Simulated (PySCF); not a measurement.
## Energy of Ru⁻ (ruthenium, charge -1) between two integer charges

The 5s beta orbital of [Kr] 4d7 5s2 is emptied in steps (occupation f), with all orbitals relaxed, ending at [Kr] 4d7 5s1. All numbers are calculated (PySCF 2.14, scalar relativity through the core potential, in aug-cc-pVDZ-PP with ECP28MDF). The exact energy is a straight line in f; departures are measured from the line between the end points of the same method.

```
  f  MN15 (eV)
  1      0.000
0.9     -0.083
0.7     -0.192
0.5     -0.220
0.3     -0.171
0.1     -0.059
  0      0.000
```

```csv
method,E(f=0) − E(f=1) (eV),−ε at f=1 (eV),−ε at f=0.5 (eV)
MN15,1.169,0.254,1.223
```

Orbital energy along the path (eV):

```
  f    MN15
  1  -0.254
0.9  -0.430
0.7  -0.826
0.5  -1.223
0.3  -1.600
0.1  -1.795
  0  -1.690
```

As f goes to zero the orbital energy of a semilocal functional can turn back, because the density of that orbital vanishes from the exchange-correlation potential.

Reference removal energy between the ground levels: 1.046 eV (measured; photodetachment measurements, as compiled on the Wikipedia data page of electron affinities). The calculation has no spin-orbit coupling.
